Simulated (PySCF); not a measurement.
## C8H9: g tensor and hyperfine couplings

Species: C₈H₉ (doublet state).
Z-matrix (Å and degrees, GFN2-xTB geometry), rows numbered from 1:
```
C 
C   1  1.2980
C   2  1.4581  1  124.02
C   3  1.3294  2  123.04  1  -167.87
C   4  1.4994  3  123.46  2     1.90
C   5  1.5002  4  110.70  3    13.66
C   6  1.3248  5  123.36  4   131.35
C   6  1.4891  5  113.37  4   -45.79
H   1  1.0644  2  138.49  3   178.94
H   3  1.0799  2  116.22  1    11.46
H   4  1.0810  3  120.53  2  -179.24
H   5  1.0925  4  109.82  3   136.23
H   5  1.0979  4  108.81  3  -106.83
H   7  1.0770  6  121.83  5     1.99
H   7  1.0768  6  121.84  5  -178.96
H   8  1.0938  2  106.44  1  -102.97
H   8  1.0893  2  110.28  1    15.26
```

As a line formula: `[H]/[C]=C1/C=CCC(=C)C1` [radical].

Method used: PySCF, UKS B3LYP, pcH-1 on C H, non-relativistic, mean-field spin-orbit, GIAO. The structure is a single GFN2-xTB conformer in the gas phase; no vibrational or solvent corrections. A GFN2-xTB geometry isn't a minimum of the functional, and hyperfine couplings can be far from their values at a DFT geometry. No stability test was run, so a lower SCF solution isn't excluded.

- g1, g2, g3: 2.00178, 2.00221, 2.00258
- g_iso: 2.00219
- Form of g: rhombic: the two nearest values differ by 45 % of g3 − g1
- ⟨S²⟩: 0.7623 (exact 0.7500)
- α and β electrons: 29, 28
- HOMO–LUMO gap, α and β orbitals: 5.44, 4.12 eV
- Total energy: -310.15791 Eh

Hyperfine couplings atom by atom, in G; T1 to T3 are the principal values of the dipolar part; ρ(0) is the spin density at the nucleus (MHz turned into gauss with g_iso; 10 G = 1 mT):

```
atom  isotope  a_iso     T1     T2    T3  Mulliken spin population  ρ(0) (bohr⁻³)
  C1      13C  108.1  -29.5  -20.4  49.9                      1.06         0.2695
  C2      13C   -4.9   -6.9    0.8   6.1                     -0.18        -0.0122
  C3      13C   21.1   -1.9    0.2   1.7                      0.06         0.0525
  C4      13C   -0.8   -2.8    1.0   1.8                     -0.05        -0.0019
  C5      13C    0.8   -0.1   -0.1   0.2                      0.00         0.0019
  C6      13C    0.3   -1.1    0.1   0.9                     -0.02         0.0008
  C7      13C    1.3   -0.9   -0.7   1.7                      0.03         0.0032
  C8      13C   26.7   -3.0   -2.7   5.7                      0.08         0.0666
  H9       1H   13.2  -11.5   -2.7  14.3                      0.01         0.0083
 H10       1H   -1.8   -1.9   -0.9   2.8                      0.00        -0.0011
 H11       1H    1.7   -0.4   -0.4   0.8                      0.00         0.0010
 H12       1H   -1.0   -0.2   -0.2   0.3                      0.00        -0.0006
 H13       1H   -2.5   -0.3   -0.2   0.5                      0.00        -0.0016
 H14       1H   -0.5   -0.6   -0.1   0.7                      0.00        -0.0003
 H15       1H   -0.7   -0.4    0.1   0.3                      0.00        -0.0004
 H16       1H   -3.7   -1.7   -0.5   2.2                      0.00        -0.0023
 H17       1H   -1.5   -2.2   -0.6   2.8                      0.00        -0.0009
```

The Mulliken spin populations are largest on C1 (+1.06), C2 (-0.18), C8 (+0.08) and C3 (+0.06). C1 is the only atom above +0.15. The positive populations add up to 1.25 and the negative ones to -0.25, together 2S = 1.

Axes: g1 points within 3° of the C1–H9 bond and g2 points within 12° of the C2–C8 bond.

Under fast tumbling the dipolar parts average out, and these isotropic splittings remain (the largest six): 1 × 1H (H9, I = 1/2, 2 lines) with 1.32 mT, 2 × 1H (H16/H17, I = 1/2, 3 lines) with 0.26 mT, 1 × 1H (H10, I = 1/2, 2 lines) with 0.18 mT, 2 × 1H (H12/H13, I = 1/2, 3 lines) with 0.18 mT, 1 × 1H (H11, I = 1/2, 2 lines) with 0.17 mT and 1 × 1H (H15, I = 1/2, 2 lines) with 0.07 mT.

Means are taken over nuclei equivalent by connectivity, which assumes that they swap fast. The 1H value of -7.3 MHz is a mean of couplings from -10.4 to -4.1 MHz in this one geometry, not an average over conformers.

The 13C coupling of C1 (303.0 MHz) shows only in satellite lines or after enrichment, since that isotope makes up about 1.07 % of natural carbon.

On one thread, Arm Neoverse V1 (aarch64), shared host, this took 84 s (grids of density and orbitals included) and 0.97 GiB of memory at its peak.
